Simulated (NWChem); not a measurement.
System: BCl$_{2}$, doublet; SMILES Cl[B]Cl

Program: NWChem. Spin-unrestricted. Medium grid unless said otherwise, to which SCAN and Minnesota functionals are sensitive. In the optimisation the excess spin sits in a1 (C2v, its own frame). Coordinates come from a PBE0/def2-SVP, spin-unrestricted optimisation. No stability test was run on the SCF state. Total energies of different functionals are on different scales.

```json
[
 {"level": "B3LYP/def2-SVP", "energy (Ha)": "-944.9732", "highest occupied level (eV)": "?", "lowest empty minus highest occupied level, either spin (eV)": "?", "dipole (D)": "0.48", "<S²>": "0.752"},
 {"level": "PBE/def2-SVP", "energy (Ha)": "-944.5287", "highest occupied level (eV)": "-4.94", "lowest empty minus highest occupied level, either spin (eV)": "2.25", "dipole (D)": "0.61", "<S²>": "0.753"},
 {"level": "OLYP/def2-SVP", "energy (Ha)": "-944.9758", "highest occupied level (eV)": "-4.79", "lowest empty minus highest occupied level, either spin (eV)": "2.25", "dipole (D)": "0.53", "<S²>": "0.753"},
 {"level": "B3PW91/def2-SVP", "energy (Ha)": "-944.8572", "highest occupied level (eV)": "-6.14", "lowest empty minus highest occupied level, either spin (eV)": "4.14", "dipole (D)": "0.41", "<S²>": "0.753"},
 {"level": "M06-2X/def2-SVP", "energy (Ha)": "-944.9108", "highest occupied level (eV)": "-7.37", "lowest empty minus highest occupied level, either spin (eV)": "6.12", "dipole (D)": "0.26", "<S²>": "0.754"},
 {"level": "N12/def2-SVP", "energy (Ha)": "-944.9382", "highest occupied level (eV)": "-4.71", "lowest empty minus highest occupied level, either spin (eV)": "1.77", "dipole (D)": "0.55", "<S²>": "0.753"},
 {"level": "BHandHLYP/def2-SVP", "energy (Ha)": "-944.9330", "highest occupied level (eV)": "-7.49", "lowest empty minus highest occupied level, either spin (eV)": "6.51", "dipole (D)": "0.28", "<S²>": "0.752"},
 {"level": "BLYP/def2-SVP", "energy (Ha)": "-944.9236", "highest occupied level (eV)": "-4.67", "lowest empty minus highest occupied level, either spin (eV)": "1.95", "dipole (D)": "0.65", "<S²>": "0.752"},
 {"level": "TPSS/def2-SVP", "energy (Ha)": "-944.9952", "highest occupied level (eV)": "-5.23", "lowest empty minus highest occupied level, either spin (eV)": "2.52", "dipole (D)": "0.48", "<S²>": "0.753"},
 {"level": "SCAN/def2-SVP", "energy (Ha)": "-945.0051", "highest occupied level (eV)": "-5.52", "lowest empty minus highest occupied level, either spin (eV)": "2.87", "dipole (D)": "0.39", "<S²>": "0.754"},
 {"level": "r2SCAN0/def2-SVP", "energy (Ha)": "-944.8684", "highest occupied level (eV)": "-6.71", "lowest empty minus highest occupied level, either spin (eV)": "5.00", "dipole (D)": "0.27", "<S²>": "0.754"}
]
```

Some entries are withheld; supply them.


- B3LYP/def2-SVP, highest occupied level (eV): -5.96
- B3LYP/def2-SVP, lowest empty minus highest occupied level, either spin (eV): 3.78
